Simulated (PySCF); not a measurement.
3,3-dichloroacrylic acid, C₃H₂Cl₂O₂, SMILES O=C(O)C=C(Cl)Cl, point group Cs.

Force field and properties: PBE0/pcSseg-1 (PySCF, grid level 2). Vibrational terms come from second-order perturbation theory with semi-diagonal cubic constants, by steps of ±0.6 along the normal coordinates of each isotopologue. The parent has the commonest isotopes.

Equilibrium geometry (Å):

```
atom        x        y        z
  O1   1.0191   1.5441   0.0242
  C2   0.9469   0.3449  -0.0456
  O3   2.0298  -0.4482  -0.1583
  C4  -0.2708  -0.4826  -0.0250
  C5  -1.5208  -0.0221   0.0773
 Cl6  -1.9665   1.6211   0.2055
 Cl7  -2.8512  -1.1217   0.0878
  H8   2.7995   0.1450  -0.1669
  H9  -0.1317  -1.5565  -0.0999
```

Task: Give the equilibrium and ground-state rotational constants (MHz) of parent; ²H at 9.

Result: 
| species | Ae | Be | Ce | A0 | B0 | C0 | Δ0 (u Å²) | harmonic ZPE (cm⁻¹) |
| --- | --- | --- | --- | --- | --- | --- | --- | --- |
| parent | 2980.6 | 1141.2 | 825.22 | 2969.3 | 1135.4 | 821.52 | -0.123 | 10900 |
| ²H at 9 | 2919 | 1140.6 | 820.13 | 2906.7 | 1134.9 | 816.4 | -0.132 | 10182 |

Δ0 = Ic − Ia − Ib from the ground-state constants.

Task: How is the parent's vibrational correction B0 − Be made up?

Result: 
```json
{"axis": "a", "harmonic": "2.99", "Coriolis": "-5", "cubic": "-9.29", "total (MHz)": "-11.3"}
{"axis": "b", "harmonic": "0.71", "Coriolis": "-0.585", "cubic": "-5.86", "total (MHz)": "-5.73"}
{"axis": "c", "harmonic": "0.176", "Coriolis": "-0.101", "cubic": "-3.77", "total (MHz)": "-3.7"}
```

Task: And its quartic centrifugal distortion constants from the harmonic force field?

Result: Asymmetric top, A reduction, Ir representation: ΔJ = 0.0422 kHz, ΔJK = 0.258 kHz, ΔK = 0.67 kHz, δJ = 0.0108 kHz, δK = 0.179 kHz.

A mode lies under 250 cm⁻¹, where this perturbation treatment is rough. Internal rotors are held in one well.
